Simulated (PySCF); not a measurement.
Bonds (- single, = double, # triple, : aromatic): C1-C2, C2=O3, C2-C4, C4#C5, C5-Si6, Si6-P7, Si6-Si8, Si8-P9. C1 carries H10, H11, H12; Si6 carries H13; P7 carries H14, H15; Si8 carries H16, H17; P9 carries H18, H19. Stereochemistry as in CC(=O)C#C[Si@H](P)[SiH2]P. H16 is pro-R; H17 is pro-S.

[PySCF 2.14.0 with density-fitted response routines: geometry from GFN2-xTB; σ from GIAO-PBE0/pcSseg-1; no solvent; one conformer; fast rotation and ring inversion assumed for equivalent nuclei; non-relativistic Hamiltonian]

Problem. List the cross peaks expected in HSQC, COSY and HMBC spectra.

Solution. 

HSQC (one-bond C–H):
```tsv
δH	δC
2.37 (H10/H11/H12)	36.4 (C1)
```

COSY cross peaks (H two or three bonds apart, from the bond graph; peaks can be absent where the dihedral angle is near 90°):
```tsv
δH	δH
4.83 (H13)	4.50 (H16)
4.83 (H13)	3.91 (H17)
4.83 (H13)	1.28 (H14/H15)
4.50 (H16)	3.91 (H17)
4.50 (H16)	1.27 (H18/H19)
3.91 (H17)	1.27 (H18/H19)
```

HMBC (two and three bonds, from the bond graph):
```tsv
δH	δC
4.83 (H13)	113.5 (C4), 96.9 (C5)
4.50 (H16)	96.9 (C5)
3.91 (H17)	96.9 (C5)
2.37 (H10/H11/H12)	187.7 (C2), 113.5 (C4)
1.28 (H14/H15)	96.9 (C5)
```

References, each an isolated molecule treated in the same way: $^{1}$H (σ = 31.72 ppm) and $^{13}$C (σ = 186.93 ppm) vs TMS.

Shifts are as computed. Against solution values, carbons near 30 ppm lie about +3 ppm off and those near 130 ppm about +5 ppm. Of 1309 compounds with measured shifts, 239 miss one by over three times the rms of a fit or turn the order of signals round; such compounds aren't used in these exercises.
